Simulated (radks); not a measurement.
All-electron atom: Os LXX in [He] 2s2 2p3. Method: scalar-relativistic Kohn-Sham, LDA (Slater exchange, VWN5 correlation), spin-polarised, spherical densities, finite nucleus; open shells are filled with parallel spins first (spin-orbit coupling, left out, can overturn this in heavy ions); Fermi nuclear charge, rms radius 5.4126 fm; computed with a radial shooting solver on a logarithmic mesh with Libxc functionals.

Normalised radial functions P(r) = r R(r), r in bohr:

```
   r/bohr * 2p up (the largest magnitude, 3.83, reaches the edge; | marks zero)
  0.00156 |*
 0.002148 |*
 0.002958 | *
 0.004074 |  *
  0.00561 |    *
 0.007726 |       *
  0.01064 |            *
  0.01465 |                    *
  0.02018 |                              *
  0.02779 |                                         *
  0.03827 |                                                  *
   0.0527 |                                                      *
  0.07258 |                                               *
  0.09995 |                               *
   0.1376 |              *
   0.1895 |   *
    0.261 |*
   0.3595 *
    0.495 *
```

2p up: eigenvalue -17974.4 eV, 0 radial nodes, <r> = 0.0647 bohr, 90 % of the charge inside 0.105 bohr.
